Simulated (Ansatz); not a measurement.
`CSB(O)F`. The species carries charge 0 and has multiplicity 1.

Z-matrix (Å, degrees):
```
C
S 1 1.810
H 1 1.088 2 110.7
H 1 1.089 2 106.7 3 119.0
H 1 1.088 2 110.7 3 -122.0
B 2 1.799 1 101.1 3 60.6
F 6 1.336 2 117.9 1 -180.0
O 6 1.354 2 122.0 1 -0.0
H 8 0.962 6 112.6 2 180.0
```

Problem. List the harmonic frequencies (cm⁻¹, unscaled) at PBE0-D4/def2-TZVP in Ansatz. (An estimate is asked.)

Solution. Ansatz gave: 88, 117, 183, 355, 403, 489, 607, 662, 743, 974, 982, 995, 1283, 1351, 1411, 1466, 1473, 3079, 3174, 3176, 3868.

Problem. Is this a minimum?

Solution. Yes, all 21 modes are real.

Problem. Give the ideal-gas thermochemistry at 298.15 K and 1 bar (rigid rotor, harmonic oscillator; point group Cs, symmetry number 1).

Solution. Zero-point energy 160.8 kJ/mol; H(298) − E = 179.8 kJ/mol; entropy 332.1 J/(mol·K), of which translation 165.5, rotation 110.6, vibration 56.0; G(298) − E = 80.8 kJ/mol. Modes under 100 cm⁻¹ are hindered rotations or soft bends, so the harmonic entropy is rough.

Problem. And at 400, 500, 600, 800 and 1000 K?

Solution. 
```
T (K)  H − E (kJ/mol)  S (J/mol/K)  G − E (kJ/mol)
  400           190.3        362.2            45.4
  500           202.1        388.4             7.9
  600           215.1        412.1           -32.2
  800           243.9        453.5          -118.9
 1000           275.5        488.7          -213.2
```

Problem. Rotational constants (cm⁻¹)?

Solution. 0.2314, 0.09742, 0.06946.
